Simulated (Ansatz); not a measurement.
Species: trimethoxy(sulfanyl)silane, C₃H₁₀O₃SSi (charge 0, singlet). SMILES: S[Si](OC)(OC)OC
Coordinates optimised at B3LYP-D3(BJ)/def2-TZVP (Ansatz, a quantum-chemistry and plane-wave program):
```xyz
18

C     -1.4431     2.0725    -0.9555
O     -1.4019     0.7111    -0.5491
Si    -0.0871    -0.0397     0.0462
S      0.6288     0.7857     1.8817
O      1.1069     0.1533    -1.0498
C      2.4163    -0.3909    -0.9472
O     -0.4967    -1.5887     0.3262
C     -1.2576    -2.3947    -0.5692
H     -1.1641     2.7329    -0.1302
H     -2.4636     2.2991    -1.2620
H     -0.7682     2.2468    -1.7964
H     -0.3324     0.2098     2.6229
H      2.9422     0.0106    -0.0778
H      2.3827    -1.4800    -0.8645
H      2.9625    -0.1192    -1.8497
H     -0.7206    -2.5491    -1.5087
H     -2.2227    -1.9323    -0.7843
H     -1.4181    -3.3599    -0.0907
```
Charge 0, spin multiplicity 1.

Quantity: vertical ionisation energy (to the doublet state of charge +1; each state is the SCF solution reached for its spin), in eV. Cores are frozen in the correlated levels unless marked. Open shells are spin-unrestricted. No spin-orbit coupling. Non-relativistic. 

```tsv
level	program	vertical ionisation energy (eV)
HF/aug-cc-pV(D+d)Z	Ansatz	8.68
HF/aug-cc-pV(T+d)Z	Ansatz	8.66
SVWN5/def2-TZVPD	Ansatz	9.14
PBE/def2-TZVPD	Ansatz	8.98
r2SCAN/def2-TZVPD	Ansatz	9.21
B3LYP/def2-TZVPD	Ansatz	9.47
PBE0/def2-TZVPD	Ansatz	9.53
BHLYP/def2-TZVPD	Ansatz	9.59
CAM-B3LYP/def2-TZVPD	Ansatz	9.70
wB97M-V/def2-TZVPD	Ansatz	9.77
wB97X-V/def2-TZVPD	Ansatz	9.77
B2PLYP/def2-TZVPD	Ansatz	9.64
MP2/aug-cc-pV(D+d)Z	Ansatz	9.67
RI-MP2/aug-cc-pV(T+d)Z	Ansatz	9.84
SCS-MP2/aug-cc-pV(D+d)Z	Ansatz	9.61
CCSD/aug-cc-pV(D+d)Z	Ansatz	9.54
CCSD(T)/aug-cc-pV(D+d)Z	Ansatz	9.58
```
